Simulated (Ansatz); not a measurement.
```yaml
crystal:
  periodic: [false, false, false]
  atoms:
    - {symbol: F, position_ang: [-2.322731, 0.146003, 0.293804]}
    - {symbol: Ga, position_ang: [-1.255931, 1.068270, -0.755103]}
    - {symbol: O, position_ang: [1.350053, -0.632868, 0.573799]}
    - {symbol: Ge, position_ang: [1.050053, -0.682868, 0.573799]}
    - {symbol: H, position_ang: [-1.762358, 2.061323, -1.762063]}
    - {symbol: H, position_ang: [0.753283, -0.240541, 1.940120]}
    - {symbol: H, position_ang: [2.598234, -0.677849, 0.277112]}
    - {symbol: H, position_ang: [0.478685, -2.077399, 0.255730]}
basis:
  gaussian: {orbitals: def2-mTZVPP}
total_charge: 1
magnetization: {spin_polarized: true, initial_magnetization: 1}
hamiltonian: {xc: {name: SPW92}}
```

```sh
$ ansatz run in.yaml --threads 4 --pin off --events-out ev --progress --plain --max-ram 10444MiB
```

It prints (some lines left out):

```
Functional definition: SPW92
  name "SPW92"
  cite "Dirac, Proc. Camb. Phil. Soc. 26, 376 (1930) doi:10.1017/S0305004100016108"
  cite "Slater, Phys. Rev. 81, 385 (1951) doi:10.1103/PhysRev.81.385"
  cite "Perdew & Wang, Phys. Rev. B 45, 13244 (1992) doi:10.1103/PhysRevB.45.13244"
  exchange = slater_x
  correlation = pw_c
1253 factors; their error is unknown
mean field evaluation 1: about -111283.1344 eV, gradient 1.1e2 eV
mean field evaluation 2: about -111029.4479 eV, gradient 2.2e2 eV
mean field evaluation 4: about -111301.0153 eV, gradient 2.9e1 eV
mean field evaluation 8: about -111306.7768 eV, gradient 4.1e0 eV
mean field evaluation 16: about -111306.8501 eV, gradient 2.5e-1 eV
mean field evaluation 64: about -111306.6801 eV, gradient 1.9e0 eV
a density is far from that of the atoms, so the factors are made again for it
1353 factors; integrals over basis functions are off by at most 7.7e-4 eV
mean field -111306.84954457 eV, -4090.4512742704 hartree, gradient 2.5e-5 eV, S^2 0.769152; 0 other end points of the search recorded, 0 dependent functions left out
reference -111306.84958312 eV, -4090.4512756874 hartree; 42, 41 occupied and 98, 99 virtual orbitals, 1353 factors
Total energy: -111306.84958312 eV, -4090.4512756874 hartree
```

Problem. What is wrong with this run?

Solution. One atom was put on top of another. The run converged. The result belongs to that input, not to the molecule as meant.
